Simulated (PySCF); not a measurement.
## A series of octahedral complexes of Different ions with H2O ligands

All values are computed with PySCF: state-averaged CASSCF of the d shell with SC-NEVPT2, spin-free X2C, triple-zeta basis on the metal and double-zeta on the ligands, mean-field spin-orbit coupling; DFT geometries.

| complex | point group | M–L / Å | L–M–L / ° (cis) | solvent |
| --- | --- | --- | --- | --- |
| [Cu(H2O)6]2+ | C1 | 2.01–2.21 | 86–94 | water |
| [Mn(H2O)6]2+ | Th | 2.16 | 90 | water |
| [Ru(H2O)6]3+ | C1 | 2.02–2.04 | 87–94 | water |
| [V(H2O)6]3+ | D2h | 1.94–2.01 | 90 | water |
| [Ti(H2O)6]3+ | Ci | 2.02 | 89–91 | water |
| [Fe(H2O)6]3+ | Th | 2.00 | 90 | water |
| [Cr(H2O)6]3+ | C1 | 1.95 | 90 | water |
| [Mn(H2O)6]3+ | Cs | 1.92–2.10 | 90 | water |
| [Mo(H2O)6]3+ | Th | 2.10 | 90 | water |
| [Cr(H2O)6]2+ | C1 | 2.06–2.31 | 89–90 | water |

For [Ru(H2O)6]3+ the d shell alone is too small an active space: its values show what this model gives and aren't sound predictions.

(1) Rank by the spin-orbit constant ζ, lowest first.
A. [Mo(H2O)6]3+
B. [V(H2O)6]3+
C. [Cr(H2O)6]2+
D. [Cr(H2O)6]3+
E. [Ti(H2O)6]3+
F. [Cu(H2O)6]2+
G. [Ru(H2O)6]3+
H. [Mn(H2O)6]2+
I. [Mn(H2O)6]3+
J. [Fe(H2O)6]3+

(2) What are the ground states and moments?

In [Cu(H2O)6]2+, [Ru(H2O)6]3+, [V(H2O)6]3+, [Ti(H2O)6]3+, [Cr(H2O)6]3+, [Mn(H2O)6]3+, [Cr(H2O)6]2+ the symmetry is lower than cubic, so the total splitting isn't 10Dq alone: it holds the effect of the lower symmetry too.

In [Mo(H2O)6]3+ the metal orbitals mix much with the ligands', for which an active space of the metal shell alone is small.

Results:

(1) E (140 cm⁻¹), B (194 cm⁻¹), C (233 cm⁻¹), D (260 cm⁻¹), H (312 cm⁻¹), I (342 cm⁻¹), J (442 cm⁻¹), A (739 cm⁻¹), F (808 cm⁻¹), G (1073 cm⁻¹).

(2) 
```
     complex  shell  ground state (NEVPT2)  total orbital splitting (CASSCF fit) / cm⁻¹  μeff(300 K) / μB
[Cu(H2O)6]2+     d9               2Eg-like                                         8120              2.03
[Mn(H2O)6]2+     d5                    6Ag                                         7420              5.92
[Ru(H2O)6]3+     d5              2T2g-like                                        28568              2.06
 [V(H2O)6]3+     d2       3B3g (from 3T1g)                                        18494              2.74
[Ti(H2O)6]3+     d1        2Ag (from 2T2g)                                        19928              1.75
[Fe(H2O)6]3+     d5                    6Ag                                        11534              5.92
[Cr(H2O)6]3+     d3              4A2g-like                                        16500              3.84
[Mn(H2O)6]3+     d4         5A' (from 5Eg)                                        17589              4.88
[Mo(H2O)6]3+     d3                    4Ag                                        25910              3.77
[Cr(H2O)6]2+     d4               5Eg-like                                        13425              4.88
```
